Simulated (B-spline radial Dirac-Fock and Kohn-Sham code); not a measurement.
X-ray form factors of bismuth in several charge states

Calculated with a B-spline atomic structure program, using Dirac-Fock densities.

Configurations: Bi [Xe] 4f14 5d10 6s2 6p3; Bi²⁺ [Xe] 4f14 5d10 6s2 6p1; Bi³⁺ [Xe] 4f14 5d10 6s2. The first column is f₀ of Bi, the others are differences from it.

| s (Å⁻¹) | Bi | Δ Bi²⁺ | Δ Bi³⁺ |
| --- | --- | --- | --- |
| 0 | 83.000 | -2.000 | -3.000 |
| 0.1 | 78.370 | -0.720 | -1.224 |
| 0.2 | 70.176 | +0.140 | +0.178 |
| 0.3 | 62.444 | +0.091 | +0.174 |
| 0.4 | 55.578 | -0.010 | -0.005 |
| 0.5 | 49.668 | -0.029 | -0.053 |
| 0.7 | 40.492 | -0.002 | -0.006 |
| 0.9 | 33.678 | +0.006 | +0.012 |
| 1.1 | 28.209 | +0.002 | +0.005 |
| 1.4 | 21.989 | -0.001 | -0.003 |
